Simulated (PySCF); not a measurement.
CoI2 (quartet state).
Z-matrix (Å and degrees, PBE0-D3(BJ)/def2-SVP geometry), rows numbered from 1:
```
Co
I   1  2.4841
I   1  2.4841  2  180.00
```

Method used: PBE0-D3(BJ)/def2-SVP geometry optimisation, gas phase, def2 core potentials past Kr (PySCF).

Masses are those of the commonest isotopes; rigid-rotor values at the optimised geometry. 

**Question.** What are the moment of inertia and the rotational constant?

**Answer.** I = 1566.205 u·Å², B = 505379 MHz·u·Å²/I = 322.7 MHz (0.0108 cm⁻¹, or 0.015 K as hB/k).

If the electronic state has orbital angular momentum about the axis (Π, Δ; not determined here), the simple ladder of levels BJ(J+1) doesn't apply.

Not checked by PBE0-D3(BJ)/def2-SVP frequencies. ⟨S²⟩ = 3.764 (exact for a quartet: 3.75). These are rigid-rotor constants of the computed structure; measured ground-state constants (B0) also hold zero-point vibration.

Neither the SCF state along the optimisation nor the shape of the open-shell metal species was proved the lowest: other solutions of the same spin, or a structure of lower symmetry, can lie below.
